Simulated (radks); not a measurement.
La4+, 53 electrons, occupied as [Kr] 4d10 5s1.5 5p5 4f0.5 (fractional occupations, a model configuration). Calculated with a radial shooting solver on a logarithmic mesh with Libxc functionals: scalar-relativistic Kohn-Sham, LDA (Slater exchange, Perdew-Zunger correlation), spin-polarised, spherical densities, finite nucleus; open shells are filled with parallel spins first (spin-orbit coupling, left out, can overturn this in heavy ions); Fermi nuclear charge, rms radius 4.855 fm. Some entries of the table are withheld. Estimate them.

orbital  occ.  eigenvalue (eV)  r(max) (bohr)  <r^2> (bohr^2)
1s up       1        -38745.12        0.01609       0.0008551
1s down     1        -38744.99        0.01609       0.0008551
2s up       1        -6199.697        0.09103         0.01364
2s down     1        -6199.619        0.09103         0.01364
2p up       3        -5563.704        0.07314         0.01085
2p down     3        -5563.610        0.07314         0.01085
3s up       1        -1353.535         0.2607         0.09317
3s down     1        -1353.306         0.2607         0.09316
3p up       3        -1150.356         0.2550         0.09313
3p down     3        -1150.122         0.2550         0.09311
3d up       5        -857.5309         0.2099         0.07978
3d down     5        -857.3279         0.2099         0.07976
4s up       1        -301.6014         0.6084          0.4843
4s down     1        -301.0354         0.6084          0.4839
4p up       3        -235.5196         0.6355          0.5482
4p down     3        -234.9266         0.6355          0.5474
4d up       5        -139.8609         0.6723          0.6867
4d down     5        -139.1842         0.6721          0.6840
5s up       1         -74.8297          1.395           2.576
5s down   0.5         -73.4363          1.394           2.588
5p up       3         -57.3703          1.554           3.281
5p down     2         -56.0586          1.557           3.320
4f up     0.5         -40.3579            (1)           1.501
4f down     0         -39.4043            (2)           1.490

Answer. 
(1) 4f up r(max) (bohr): 0.7468
(2) 4f down r(max) (bohr): 0.7435
